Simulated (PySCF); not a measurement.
BeSe: frontier orbitals

PBE at R = 1.871 Å; PySCF, no relativity, basis sets Be def2-TZVPP, Se def2-TZVPP. State: ¹Σ⁺ (singlet), closed shell. Only the outer orbitals are listed, counted within each symmetry.

```tsv
orbital	occ.	ε (eV)	on Be (%)	main shells (%)
8σ	2	-15.72	16	84 Se s
9σ	2	-7.49	36	58 Se p, 32 Be s
4π	2	-5.65	22	78 Se p, 21 Be p
4π	2	-5.65	22	78 Se p, 21 Be p
10σ	0	-4.68	89	44 Be p, 44 Be s, 10 Se p
5π	0	-1.42	80	78 Be p, 17 Se p
5π	0	-1.42	80	78 Be p, 17 Se p
```

Question: Which are the highest filled and the lowest empty level, where do they sit, and how wide is the gap?

Answer: Highest filled 4π at -5.65 eV (in %: 78 Se p, 21 Be p); lowest empty 10σ at -4.68 eV (in %: 44 Be p, 44 Be s, 10 Se p); the gap at PBE is 0.97 eV.

```json
{
  "bond order (Mayer)": "2.52",
  "⟨S²⟩": "0.000",
  "charge on Be (Mulliken, basis-dependent)": "0.08",
  "charge on Be (Löwdin, basis-dependent)": "-0.15",
  "dipole moment (positive dipole means Be(−)Se(+))": "-4.47 D",
  "polarisability along the bond": "73.0 bohr³",
  "polarisability across the bond": "49.6 bohr³"
}
```
